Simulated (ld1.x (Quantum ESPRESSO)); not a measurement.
Which change was made? (Fe, RRKJ)

ld1.x (Quantum ESPRESSO) 7.5 input, shortened:

```
&input
   title='Fe', zed=26., rel=1, dft='PBE', iswitch=3,
   config='[Ar] 3d6.5 4s1.5 4p0'
 /
 &inputp
   pseudotype=2, tm=.false., rho0=0.005, lloc=-1, rcloc=2.40,
   nlcc=.false.
 /
3
4S  1  0   1.50   0.00  2.10  2.10  0.0
4P  2  1   0.00   0.00  3.45  3.45  0.0
3D  3  2   6.50   0.00  1.10  1.10  0.0
 &test
   configts(1)='3d6.5 4s1.5 4p0'
 /
```

Cutoffs, loose and tight: the cutoffs (Ry, on a coarse ladder) from which the occupation-weighted sum of valence levels, in a spherical-Bessel basis at the reference potential, stays within 10 and 1 mRy of its value at 400 Ry. They do not see the model core or the augmentation charge, which bear on the density cutoff. Test errors are all-electron minus pseudo excitation energies from the reference, over the configurations 3d6 4s2 4p0; 3d6 4s1 4p0; 3d6 4s0 4p0; 3d6 4s1 4p1; 3d5 4s0 4p0; 3d6 4s0 4p2; 3d6 4s1.5 4p0; variants that change the core or the reference have their own tests.

The base gives: outcome: generated; cutoff, loose: 140 Ry; cutoff, tight: 180 Ry; bound ghosts: none; largest test error (meV): -200.

On the changes marked as counting shells twice: ld1.x takes every shell without a wave as core, so the model core holds the marked electrons as well and exchange and correlation see them twice. This cancels in the reference configuration, but the file is broken for other ones, and its errors say nothing about a proper core correction.

(1) After one change the result is: outcome: generated; cutoff, loose: 180 Ry; cutoff, tight: 230 Ry; bound ghosts: s, p; largest test error (meV): +109. Which change was it?
A. core [Ne], valence charge 16; reference 3s2 3p6 3d6 4s1.75 4p0.25; waves now 3s (bound): rc 0.80 bohr; 3p (bound): rc 1.05 bohr; 3d (bound): rc 1.00 bohr; local potential the d channel; core correction a·sin(br)/r model core inside 0.45 bohr (4p, 4s counted twice)
B. local potential the d channel
C. wave 4s (bound): rc 2.10 bohr becomes 4s (bound): rc 2.00 bohr

## Answers

(1) B. The others give: wave 4s (bound): rc 2.10 bohr becomes 4s (bound): rc 2.00 bohr → outcome: failed: compute_chi: n is too large | core [Ne], valence charge 16; reference 3s2 3p6 3d6 4s1.75 4p0.25; waves now 3s (bound): rc 0.80 bohr; 3p (bound): rc 1.05 bohr; 3d (bound): rc 1.00 bohr; local potential the d channel; core correction a·sin(br)/r model core inside 0.45 bohr (4p, 4s counted twice) → outcome: generated; cutoff, loose: 230 Ry; cutoff, tight: 300 Ry; bound ghosts: none; largest test error (meV): -1099.
